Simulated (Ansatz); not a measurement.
Basis-set extrapolation for CH7NOSSi (`C[Si](N)(O)S`) (PBE0-D4/def2-TZVP geometry, frozen core, Ansatz). Multiplicity 1, RHF reference.

```tsv
	def2-TZVPP	def2-QZVPP
HF	-857.960806	-857.989964
MP2 correlation	-0.932630	-1.005322
CCSD(T) correlation	-1.017416	not run
```

Energies in hartree. Use E(X) = E(∞) + A·exp(−7.88·√X) for Hartree–Fock and E(X) = E(∞) + B·X^(−2.97) for correlation, with X = 3 and 4, and add CCSD(T) minus MP2 of the smaller set to the MP2 limit.

What is the CCSD(T) energy at the basis-set limit?

HF limit: -857.989964 + (-0.029158) × 0.13774 = -857.99398. MP2 limit: -1.005322 + (-0.072692) × 0.74074 = -1.05917. Higher-order term: -1.017416 − (-0.932630) = -0.08479. Total: -859.13794 hartree, 100.2 kcal/mol below CCSD(T)/def2-TZVPP.
